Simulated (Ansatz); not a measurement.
Relaxation of ClH$_{3}$O$_{2}$Sn (7 atoms, charge 0, multiplicity 1), to a largest force component of 0.02 eV/Å in at most 40 steps.

Method: RKS PBE/def2-SVP in Ansatz 0.2.0.

```xyz
7
Properties=species:S:1:pos:R:3:forces:R:3
Sn 0.000 0.000 0.000 1.35 0.10 0.77
Cl 0.000 0.000 2.410 -0.08 -0.05 -0.42
H 1.641 0.000 -0.579 -0.26 0.07 0.11
O -0.923 1.599 -0.653 -1.73 0.32 -0.61
H -1.881 1.369 -0.875 1.29 0.34 0.33
O -0.923 -1.599 -0.653 -1.16 -1.37 0.90
H -1.378 -2.065 0.120 0.59 0.59 -1.08
```

Problem. Where does it end, and by what steps?

Solution. It converged. The force dipped under the threshold on the way, but the program's further checks kept it going. After 10 steps the energy has fallen by 0.116 eV; H5 moved furthest, 0.28 Å.

| step | energy less start (eV) | largest force component (eV/Å) | accepted |
| --- | --- | --- | --- |
| 0 | 0.0000 | 1.727 | yes |
| 1 | -0.0951 | 0.804 | yes |
| 2 | -0.1090 | 0.499 | yes |
| 3 | -0.1133 | 0.213 | yes |
| 4 | -0.1153 | 0.031 | yes |
| 5 | -0.1152 | 0.057 | no |
| 6 | -0.1160 | 0.012 | yes |
| 7 | -0.1154 | 0.294 | no |
| 8 | -0.1163 | 0.059 | yes |
| 9 | -0.1163 | 0.030 | yes |
| 10 | -0.1164 | 0.006 | yes |

```xyz
7
Properties=species:S:1:pos:R:3
Sn 0.025 -0.025 -0.051
Cl -0.158 -0.013 2.319
H 1.652 0.048 -0.589
O -0.891 1.571 -0.820
H -1.852 1.524 -0.644
O -0.941 -1.682 -0.622
H -1.298 -2.120 0.177
```

Whether the end is a true minimum wasn't checked by a vibrational analysis.

The run took 50 s on 1 thread of Arm Neoverse N1 (shared host), peak memory 0.13 GiB.
